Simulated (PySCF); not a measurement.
## Correlation energy of S²⁺ (sulfur, charge +2)

[Ne] 3s2 3p1 3d1, one real determinant (an excited configuration). Computed with PySCF 2.14 in aug-cc-pV(Q+d)Z, with no relativity, point nucleus. Frozen: [Ne]; 4 electrons correlated.

MP2 pair energies summed by pair of shells (mhartree):

```json
{"pair": "3s-3d", "energy": "-39.72", "share (%)": "40.0"}
{"pair": "3s-3s", "energy": "-27.46", "share (%)": "27.6"}
{"pair": "3s-3p", "energy": "-24.47", "share (%)": "24.6"}
{"pair": "3p-3d", "energy": "-7.75", "share (%)": "7.8"}
```

Total MP2 correlation energy: -99.40 mhartree.

Same-spin part -16.16 and opposite-spin part -83.23 mhartree; SCS-MP2 scales them by 1/3 and 6/5 to -105.27 mhartree.

The reference is one real determinant that mixes LS terms of this configuration.
